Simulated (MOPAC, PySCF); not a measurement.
Stepwise substitution at one centre (Al F-Cl). Isolated molecules, 0 K electronic values unless said otherwise. Strings in code marks are SMILES.

Quantity: vertical ionisation energy (energy after one electron is removed minus that of the parent at the parent's geometry), in eV.

Level 1: B3LYP/6-31G* // ωB97X-D3(BJ)/def2-TZVP (PySCF)
Level 2: minus the HOMO energy of HF/3-21G // ωB97X-D3(BJ)/def2-TZVP (PySCF)
Level 3: minus the HOMO energy of PM3 // ωB97X-D3(BJ)/def2-TZVP (MOPAC)
Level 4: minus the HOMO energy of PM7 // ωB97X-D3(BJ)/def2-TZVP (MOPAC)

```csv
species,level 1,level 2,level 3,level 4
`[F][Al]([F])[Cl]`,12.52,13.54,11.35,12.22
```
